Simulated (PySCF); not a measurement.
# C₆ coefficients of unlike pairs at BHandHLYP

Calculated with PySCF 2.14 from the dipole response of each species, C₆(A,B) = (3/π) ∫ α_A(iu) α_B(iu) du, in atomic units, from isotropic polarisabilities. For ions this is the dispersion term alone; charge-induced terms of lower order in 1/R come first.

```tsv
species	configuration	basis	relativity	α (bohr³)	C₆ (like pair)
F³⁺	[He] 2s2 2p2 (3P)	aug-cc-pV5Z (7s6p5d4f3g2h)	none	0.9364	0.8403
Li	[He] 2s1 (2S)	aug-cc-pVQZ (6s5p4d3f2g)	none	147.0	1180
Mg	[Ne] 3s2 (1S)	x2c-TZVPPall with one added diffuse shell each of s, p, d type (6s5p4d)	spin-free X2C	72.68	642.5
F⁺	[He] 2s2 2p4 (3P)	dyall-av3z (15s9p3d2f)	spin-free X2C	1.755	3.239
```

Estimate C₆ for F⁺ with Li.

The integral gives 27.44. The combination rule 2 C_A C_B / (C_A α_B/α_A + C_B α_A/α_B) gives 26.77 and the geometric mean 61.81.

No spin-orbit coupling is included.

The other pairs:

```
   pair     C₆
F⁺, F³⁺  1.647
Mg, F³⁺  14.79
 F⁺, Mg  28.31
 Mg, Li  806.8
Li, F³⁺  14.47
```
